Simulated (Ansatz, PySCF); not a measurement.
Caution: the highest occupied level lies above zero, so the state may not be bound. This triplet is an excited state, 0.93 eV above the relaxed singlet at the level frozen-core CCSD(T)/aug-cc-pVTZ // B3LYP-D3(BJ)/def2-TZVPD (Ansatz, an electronic-structure program).

B3LYP has the VWN-RPA correlation part, as in Gaussian. 

**H2BFN, SMILES `N[B-]F` (excited triplet) (charge -1, multiplicity 3)**

All values below come from B3LYP-D3(BJ)/def2-TZVPD in PySCF.

```json
{
 "highest_occupied_spin_orbital": "2.13 eV",
 "total_energy": "-180.7270 Ha",
 "cost": "about 40 core-seconds (a rough figure)"
}
```

Bonds (Å): N1–B2 1.378, N1–H4 1.021, N1–H5 1.011, B2–F3 1.342. Bond angles (°): B2–N1–H4 122.7, B2–N1–H5 124.2, H4–N1–H5 113.0, N1–B2–F3 125.2.
Charge -1, spin multiplicity 3.
